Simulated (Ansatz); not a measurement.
A nudged elastic band was laid between two geometries of C$_{4}$H$_{7}$AlClF (14 atoms, charge 0, multiplicity 1).

Method: Ansatz 0.2.0, RKS PBE/def2-SVP.

| Item | Value |
| --- | --- |
| movable images | 7 |
| climbing image | yes |
| spring | 5.0 eV/Å² |
| optimiser | quadratic models (default) |
| start path | through a guess of the saddle point |
| force threshold | 0.05 eV/Å |
| iteration limit | 60 |
| end points | relaxed |

First end point:

```xyz
14
Properties=species:S:1:pos:R:3
C 0.691 -0.605 1.897
C 0.859 -0.262 0.612
Cl 2.406 0.618 0.167
C -0.023 -0.297 -0.582
C -1.470 -0.699 -0.299
Al 0.482 1.506 -1.322
F -0.100 2.863 -0.502
H 1.438 -0.389 2.672
H -0.235 -1.122 2.189
H 0.441 -0.981 -1.334
H -1.549 -1.717 0.143
H -1.956 0.010 0.402
H -2.065 -0.705 -1.234
H 1.067 1.751 -2.782
```

Last end point:

```xyz
14
Properties=species:S:1:pos:R:3
C 0.648 -0.478 1.948
C 0.845 -0.211 0.649
Cl 2.393 0.662 0.192
C -0.003 -0.333 -0.563
C -1.452 -0.738 -0.294
Al 0.497 1.430 -1.399
F -0.122 2.826 -0.679
H 1.370 -0.202 2.728
H -0.280 -0.990 2.246
H 0.490 -1.053 -1.260
H -2.021 -0.810 -1.242
H -1.530 -1.728 0.208
H -1.966 0.005 0.350
H 1.117 1.592 -2.856
```

(1) What changes between the two ends?

(2) What energy profile does the band end with?

(3) What is the geometry of the highest image?

The band took 20 iterations and roughly 13 core-minutes.

Results:

(1) No bond is made or broken. The dihedral Al6–C4–C5–H12 goes from -57 to -178°. The two ends are copies of one structure, up to a mirror image or an exchange of like atoms.

(2) The run converged. The highest image is number 6 of 0 to 8, 14.1 kJ/mol above the ends, which have the same energy within 2 meV. The profile has 2 maxima (images 2, 6) with wells between them (image 4): this band takes more than one step, which may be the mechanism or a detour left from its start path. A vibrational analysis at the climbing image gives one clearly imaginary mode, 246i cm⁻¹: a first-order saddle point.

```tsv
image	path coordinate (Å)	energy (kJ/mol)	dihedral Al6–C4–C5–H12 (°)
0	0.00	0.0	-57
1	0.90	6.9	-28
2	1.80	14.1	1
3	2.71	6.6	32
4	3.61	0.0	63
5	4.51	7.1	93
6	5.41	14.1	122
7	6.30	6.7	152
8	7.19	0.0	-178
```

(3) 
```xyz
14
Properties=species:S:1:pos:R:3
C 0.734 -0.599 1.912
C 0.852 -0.260 0.620
Cl 2.407 0.594 0.136
C -0.043 -0.290 -0.567
C -1.507 -0.696 -0.313
Al 0.485 1.504 -1.320
F -0.074 2.874 -0.509
H 1.513 -0.373 2.652
H -0.171 -1.126 2.250
H 0.435 -0.964 -1.318
H -2.226 0.090 -0.618
H -1.774 -1.617 -0.868
H -1.707 -0.899 0.757
H 1.063 1.734 -2.787
```

Run time: 6.6 min on 2 threads of Intel(R) Xeon(R) Platinum 8559C (Emerald Rapids) (shared host), peak memory 0.22 GiB.
